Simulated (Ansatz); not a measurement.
The cluster Te4As⁺. The state is a singlet with charge 1. Geometry PBE-D4/def2-SVP, basis def2-TZVP, Ansatz.

```csv
atom,x (Å),y (Å),z (Å)
As1,0.9395,0.9243,-0.1107
Te2,0.4226,-0.6527,2.0783
Te3,-0.8925,0.1909,-2.0218
Te4,-1.4346,1.1341,1.2556
Te5,0.9650,-1.5967,-1.2015
```

```json
{"run": "A", "HOMO (eV)": "-10.19", "LUMO (eV)": "-7.92"}
{"run": "B", "HOMO (eV)": "-9.59", "LUMO (eV)": "-8.40"}
{"run": "C", "HOMO (eV)": "-9.84", "LUMO (eV)": "-8.26"}
{"run": "D", "HOMO (eV)": "-9.38", "LUMO (eV)": "-8.30"}
```

In the def2 sets Te takes a core potential; there is no spin–orbit coupling. HSE06 is defined as in plane-wave codes, on full-range PBE exchange. Another isomer (singlet) lies 0.62 eV lower at PBE0-D4/def2-TZVP; other spin states weren't run for this one.

The runs used HSE06, PBE, PBE0, r2SCAN. Estimate which is which.

A PBE0 (25 % exact exchange); B r2SCAN (0 % exact exchange); C HSE06 (range-separated); D PBE (0 % exact exchange). Exact exchange lowers occupied and raises empty levels; among semilocal functionals meta-GGAs tend to open the gap a little, and such runs are hard to tell apart. The gap grows from 1.08 eV (PBE) to 2.27 eV (PBE0). The restricted singlet is unstable towards broken spin symmetry in Hartree–Fock (as tested in another run); at PBE0-D4/def2-TZVP, r2SCAN-D4/def2-TZVP, HSE06-D4/def2-TZVP, PBE-D4/def2-TZVP this wasn't settled.
